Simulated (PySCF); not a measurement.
Compound: C₆H₁₁F₃NP.
Atom-mapped SMILES: `[CH3:1][N:2]=[P:3]1([C:4]([F:5])([F:6])[F:7])[CH2:8][CH2:9][CH2:10][CH2:11]1`

Definitions: NICS(0) = −σiso at the ring centroid; NICS(1) = −σiso and NICS(1)zz = −σzz at ±1 Å along the ring normal z. Level: GIAO PBE0/pcSseg-1 (PySCF, non-relativistic, gas phase) on the GFN2-xTB geometry, one conformer.

Ring bond lengths (Å), with Mayer bond orders in brackets: P3–C8 1.824 (0.94), C8–C9 1.531 (1.02), C9–C10 1.531 (1.02), C10–C11 1.528 (1.01), C11–P3 1.860 (0.87).

Problem. What do the NICS probes read (ppm)?

Solution. 
```json
{"ring": "P3–C8–C9–C10–C11", "type": "5-membered ring with P; formal bonds all single", "NICS(0)": "-5.0", "NICS(1), two faces": "-4.3 / -3.4", "NICS(1)zz, two faces": "-4.3 / -1.7", "rms pucker (Å)": "0.20", "centre to ring atoms, mean (Å)": "1.38"}
```

Problem. What do they say, and how far can they be read as aromaticity?

Solution. 
- P3–C8–C9–C10–C11: mean NICS(1)zz -3.0 ppm, shielded. P3, C8, C9, C10, C11 have four or more neighbours; no verdict on aromaticity is drawn.

Problem. Give the inner angles of the rings and the Hirshfeld charges of the ring atoms.

Solution. 
- P3–C8–C9–C10–C11: P3 96.3° (+0.372 e), C8 104.2° (-0.109 e), C9 107.6° (-0.065 e), C10 107.0° (-0.070 e), C11 103.4° (-0.118 e); sum 518.5° against 540° for a flat convex ring.

Problem. How shielded are the nuclei of the rings and their hydrogens (means over atoms taken as equivalent)?

Solution. 
```
       atoms                     environment  σ isotropic (ppm)  principal values of the symmetric part, first atom (ppm)
          P3  phosphorus bonded to 3 C and N              312.7                                       192.0, 265.3, 480.9
     C8 (×2)  sp3 carbon bound to phosphorus              156.9                                       132.7, 164.0, 173.5
     C9 (×2)                 ring CH2 carbon              157.7                                       143.7, 161.3, 171.7
H on C8 (×2)              methylene hydrogen              29.59                                          25.4, 28.8, 34.6
H on C8 (×2)              methylene hydrogen              30.05                                          25.5, 27.9, 36.2
H on C9 (×2)              methylene hydrogen              29.83                                          25.8, 27.7, 36.9
H on C9 (×2)              methylene hydrogen              29.85                                          24.7, 26.9, 37.5
```
